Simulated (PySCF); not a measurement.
A PySCF script (with the pyscf-properties extension) for the NMR shieldings of `B[C@@H]1[C@@H](F)[C@H]2C[C@@H]1[C@@H]2C`, C7H12BF, on a GFN2-xTB geometry:

```python
import basis_set_exchange as bse
import numpy as np
from pyscf import gto, dft
from pyscf.prop import nmr

atoms = """
B     2.429376    0.229059    0.964648
C     1.398270    0.456672   -0.194769
C     0.423006    1.660554   -0.094386
F     0.667306    2.603781   -1.073466
C    -0.904439    0.937539   -0.317543
C    -0.553090    0.034983   -1.509981
C     0.356502   -0.642489   -0.473967
C    -0.707092   -0.294896    0.590479
C    -1.886554   -1.237273    0.739751
H     2.870850    1.140275    1.547115
H     2.785408   -0.854829    1.217024
H     2.017316    0.609867   -1.090761
H     0.475658    2.202173    0.855154
H    -1.804505    1.544590   -0.292005
H    -1.379587   -0.579130   -1.852139
H    -0.073916    0.514857   -2.360939
H     0.727450   -1.654665   -0.603284
H    -0.301628   -0.070672    1.582531
H    -2.287411   -1.548713   -0.219947
H    -2.683189   -0.752766    1.301216
H    -1.578652   -2.127272    1.284797
"""
names = dict.fromkeys(["B", "C", "F", "H"], "pcSseg-1")
basis = {el: gto.basis.parse(bse.get_basis(n, elements=[el], fmt="nwchem")) for el, n in names.items()}
mol = gto.M(atom=atoms, basis=basis, charge=0, verbose=0)
mf = dft.RKS(mol, xc="PBE0")
mf.grids.level = 2
mf.grids.alignment = dft.numint.BLKSIZE   # the property module wants whole blocks of grid points
mf.conv_tol = 1e-9
mf.kernel()

calc = nmr.RKS(mf)   # GIAO
C = mf.mo_coeff
Co = C[:, mf.mo_occ > 0]
resp = mf.gen_response(singlet=True, hermi=2)
def vind(x):   # induced exchange potential for any number of trial vectors
    d = np.einsum("pi,xij,qj->xpq", C, 2 * x.reshape(-1, C.shape[1], Co.shape[1]), Co, optimize=True)
    return np.einsum("xpq,pi,qj->xij", resp(d - d.transpose(0, 2, 1)), C, Co, optimize=True).ravel()
mo1, _ = nmr.rhf.solve_mo1(calc, with_cphf=vind)
sigma = calc.kernel(mo1)
for i, s in enumerate(sigma):   # ppm
    w = np.linalg.eigvalsh((s + s.T) / 2)
    print("%2d %-2s iso %8.1f  s11 %8.1f  s22 %8.1f  s33 %8.1f" % (i, mol.atom_pure_symbol(i), w.mean(), *w))
```

Problem. What does it print?

Solution. 
```
 0 B  iso      7.4  s11    -69.9  s22    -31.2  s33    123.4
 1 C  iso    125.8  s11     99.6  s22    118.1  s33    159.5
 2 C  iso     84.7  s11     50.5  s22     69.7  s33    133.8
 3 F  iso    366.5  s11    341.8  s22    343.3  s33    414.4
 4 C  iso    139.1  s11    123.9  s22    140.8  s33    152.5
 5 C  iso    151.4  s11    133.9  s22    153.1  s33    167.1
 6 C  iso    138.3  s11    127.2  s22    133.8  s33    153.9
 7 C  iso    137.3  s11    126.0  s22    141.1  s33    144.7
 8 C  iso    171.6  s11    158.9  s22    167.6  s33    188.4
 9 H  iso     23.4  s11     15.2  s22     26.7  s33     28.3
10 H  iso     23.6  s11     15.0  s22     26.7  s33     29.0
11 H  iso     30.2  s11     25.9  s22     28.8  s33     35.9
12 H  iso     26.1  s11     22.0  s22     27.0  s33     29.3
13 H  iso     29.5  s11     24.9  s22     27.4  s33     36.0
14 H  iso     29.4  s11     24.5  s22     29.5  s33     34.4
15 H  iso     29.9  s11     25.0  s22     28.5  s33     36.2
16 H  iso     29.2  s11     25.1  s22     26.4  s33     36.3
17 H  iso     31.0  s11     25.1  s22     31.9  s33     36.0
18 H  iso     30.3  s11     25.3  s22     30.4  s33     35.2
19 H  iso     30.6  s11     25.7  s22     28.1  s33     38.1
20 H  iso     30.5  s11     25.7  s22     28.1  s33     37.8
```

These numbers come from an equivalent density-fitted implementation of the same equations, which agrees with the script to about 0.01 ppm for H and up to a few tenths of a ppm for heavy atoms, so last digits may differ.

Size and cost of the density-fitted run: 213 basis functions, 80 s wall time on 1 thread of an Arm Neoverse N1, shared host; peak memory 0.95 GiB.
